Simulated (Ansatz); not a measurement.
The cluster Sn₄Se₄⁺. The state is a doublet with charge 1. Geometry PBE-D4/def2-SVP, that of the neutral singlet; atoms count from 1.

```xyz
8

Sn    1.415   -0.714   -1.745
Sn    1.177    1.473    1.414
Sn   -1.869    1.111   -0.909
Sn   -0.723   -1.870    1.240
Se    1.946   -1.156    0.946
Se   -1.473    0.743    1.816
Se    0.753    1.946   -1.291
Se   -1.226   -1.533   -1.472
```

In the def2 sets Sn takes a core potential; there is no spin–orbit coupling. The structure comes from a short search, and lower isomers may exist.

(1) Estimate the Mulliken populations from the PBE0/def2-SVP orbitals of Ansatz.

(2) Where does the spin sit?

(3) And the Mayer bond orders between bonded heavy atoms (over 0.3)?

Answers

(1) 
```json
{"atom": "Sn1", "charge (e)": "0.67", "spin (α − β)": "0.05"}
{"atom": "Sn2", "charge (e)": "0.67", "spin (α − β)": "0.05"}
{"atom": "Sn3", "charge (e)": "0.67", "spin (α − β)": "0.05"}
{"atom": "Sn4", "charge (e)": "0.67", "spin (α − β)": "0.05"}
{"atom": "Se5", "charge (e)": "-0.42", "spin (α − β)": "0.20"}
{"atom": "Se6", "charge (e)": "-0.42", "spin (α − β)": "0.20"}
{"atom": "Se7", "charge (e)": "-0.42", "spin (α − β)": "0.20"}
{"atom": "Se8", "charge (e)": "-0.42", "spin (α − β)": "0.20"}
```
Mulliken values and Mayer orders depend strongly on the basis.

(2) Summed by element: Sn 0.19, Se 0.81, of 1 unpaired in all. Largest on single atoms: Se7 0.20, Se8 0.20, Se5 0.20.

(3) Sn1–Se5 0.70 (2.78 Å); Sn1–Se7 0.66 (2.78 Å); Sn1–Se8 0.70 (2.78 Å); Sn2–Se5 0.66 (2.78 Å); Sn2–Se6 0.70 (2.78 Å); Sn2–Se7 0.70 (2.78 Å); Sn3–Se6 0.70 (2.78 Å); Sn3–Se7 0.70 (2.78 Å); Sn3–Se8 0.66 (2.78 Å); Sn4–Se5 0.70 (2.78 Å); Sn4–Se6 0.66 (2.78 Å); Sn4–Se8 0.70 (2.78 Å).
